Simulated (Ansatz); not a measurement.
Consider the formal hydrolysis of the Si–C bond: `NC[SiH](O)O` + H₂O → `O[SiH](O)O` + CH₃NH₂.

Computed with Ansatz on PBE0-D4/def2-TZVP structures; ΔE is electronic, products minus reactants. CCSD(T)/CBS is the MP2 limit (def2-TZVPP, def2-QZVPP) plus CCSD(T) − MP2 in def2-TZVPP, frozen cores. This one scheme is used for every species. Functionals use def2-TZVPP. Each species was taken in one conformer, which may not be the lowest.

`NC[SiH](O)O`:

```xyz
12

N    -0.774    1.496    0.231
C    -0.481    0.390   -0.690
Si    0.278   -1.020    0.305
O     1.161   -2.058   -0.604
O     1.212   -0.262    1.422
H    -1.572    1.274    0.815
H    -1.013    2.341   -0.272
H    -1.332    0.068   -1.307
H     0.294    0.726   -1.388
H    -0.757   -1.877    0.933
H     2.016   -1.752   -0.912
H     0.967    0.673    1.467
```

H₂O:

Z-matrix (Å, degrees):
```
O
H 1 0.960
H 1 0.960 2 105.1
```

`O[SiH](O)O`:

Z-matrix (Å, degrees):
```
Si
O 1 1.641
O 1 1.633 2 105.0
O 1 1.630 2 114.4 3 -119.5
H 1 1.476 2 110.6 3 122.9
H 2 0.958 1 117.9 3 -173.6
H 3 0.958 1 116.6 2 25.4
H 4 0.959 1 117.6 2 72.3
```

CH₃NH₂:

```xyz
7

C     0.292    0.229    0.430
N    -0.250   -0.607   -0.628
H    -0.203    1.202    0.563
H     1.350    0.418    0.235
H     0.235   -0.306    1.380
H    -0.196   -0.133   -1.520
H    -1.228   -0.803   -0.461
```

CCSD(T)/CBS gives -121.2 kJ/mol.

(1) Another level gave -126.8 kJ/mol. Which?
A. PBE-D4/def2-TZVPP
B. HF/def2-TZVPP
C. PBE0/def2-TZVPP
D. CCSD/def2-TZVPP

Largest T1 diagnostic among the species: 0.011.

## Answers

(1) D. CCSD/def2-TZVPP -126.8, PBE-D4 -110.4, HF/def2-TZVPP -150.2, PBE0 -120.1 kJ/mol.

From PBE to PBE0 (25 % exact exchange), in def2-TZVPP and without D4, ΔE moves by −4.9 kJ/mol. The D4 term adds +7.6 kJ/mol with B3LYP and +4.3 kJ/mol with PBE0; it sums over pairs of atoms, weighted by their polarisabilities, and B3LYP, whose exchange is more repulsive, gets the larger term. In def2-TZVPP, CCSD(T) changes the Hartree–Fock value by +27.3 kJ/mol (the triples alone add +3.8 kJ/mol) and MP2 by +26.4 kJ/mol.

B3LYP here is the variant with VWN-RPA as its local correlation; programs differ in this.
